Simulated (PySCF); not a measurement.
In(Cl)(Br)2, Br2ClIn, SMILES [In]([Br])([Br])[Cl], singlet, CAM-B3LYP/def2-SVP optimised geometry.

```
4

In    -0.59     0.03     0.00
Cl    -1.72     2.06     0.00
Br    -1.87    -2.06     0.00
Br     1.87     0.03     0.00
```

Density from CAM-B3LYP/def2-TZVP, def2 effective core potentials past Kr run with PySCF at that geometry. The core electrons that the potentials of In replace are not part of the density.

Minimum of the electron density along straight lines between bonded atoms, close to the bond critical point (lines longer than 1.1 times the sum of covalent radii, or with two minima, are not listed):

```csv
bond,length / Å,ρ at the minimum / e bohr⁻³,∇²ρ there / e bohr⁻⁵,position (fraction from the first atom)
In1–Cl2,2.322,0.087,0.21,0.48
In1–Br3,2.452,0.079,0.14,0.47
In1–Br4,2.453,0.079,0.14,0.47
```
